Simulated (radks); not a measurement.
Zr XXI, configuration [Ar] 3d2. Method: Dirac Kohn-Sham, B86b exchange with PBE correlation, spin-unpolarised, spherical densities, finite nucleus; open shells fill j = l - 1/2 first; Fermi nuclear charge, rms radius 4.2694 fm; computed with a radial shooting solver on a logarithmic mesh with Libxc functionals.

Spin-orbit splittings of the eigenvalues, e(l+1/2) - e(l-1/2), with zeta = 2 splitting/(2l+1) and mean radii in bohr:

shell	occ.	splitting (eV)	zeta (eV)	<r> j=l-1/2	<r> j=l+1/2
2p	6	86.58	57.72	0.1378	0.1421
3p	6	17.62	11.75	0.4074	0.4149
3d	2	3.695	1.478	0.3744	0.3767
